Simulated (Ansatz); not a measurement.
One change: `[SiH3][O][GaH][SiH3]` becomes `[SiH3][GaH][O][SbH2]`.

Ansatz, PBE0-D4/def2-TZVP geometries, multiplicity 1. Each molecule was computed in one conformer, which needn't be the lowest.

Elements past krypton have def2 core potentials. Scalar relativity is left out up to krypton. Spin–orbit coupling is left out; it splits and shifts lone-pair levels of the heavy atoms by tenths of an eV.

| property | `[SiH3][O][GaH][SiH3]` |
| --- | --- |
| HOMO–LUMO gap (PBE/def2-TZVPP) / eV | 3.95 |
| LUMO energy (PBE0/def2-TZVPP) / eV | -1.84 |
| LUMO energy (B3LYP/def2-TZVPP) / eV | -2.08 |
| LUMO energy (PBE/def2-TZVPP) / eV | -2.62 |
| HOMO energy (ωB97M-V/def2-TZVPP) / eV | -9.81 |
| zero-point energy (PBE0-D4/def2-TZVP) / kJ/mol | 159.1 |

Problem. What does the change do to each property? (Estimate.)

Solution. Ansatz gave: 
```tsv
property	`[SiH3][GaH][O][SbH2]`	shift
HOMO–LUMO gap (PBE/def2-TZVPP) / eV	3.75	-0.20
LUMO energy (PBE0/def2-TZVPP) / eV	-1.65	0.19
LUMO energy (B3LYP/def2-TZVPP) / eV	-1.87	0.21
LUMO energy (PBE/def2-TZVPP) / eV	-2.41	0.21
HOMO energy (ωB97M-V/def2-TZVPP) / eV	-9.38	0.43
zero-point energy (PBE0-D4/def2-TZVP) / kJ/mol	127.4	-31.7
```

With PBE0 the HOMO rises by 0.48 eV and the LUMO rises by 0.19 eV, so the gap narrows by about 0.29 eV. PBE moves the HOMO by 0.40 eV and ωB97M-V by 0.43 eV. The zero-point energy changes by -31.7 kJ/mol with -3 modes.

Positive LUMOs are unbound, so they and the gaps depend on the basis.

B3LYP here is the variant with VWN-RPA as its local correlation; programs differ in this.
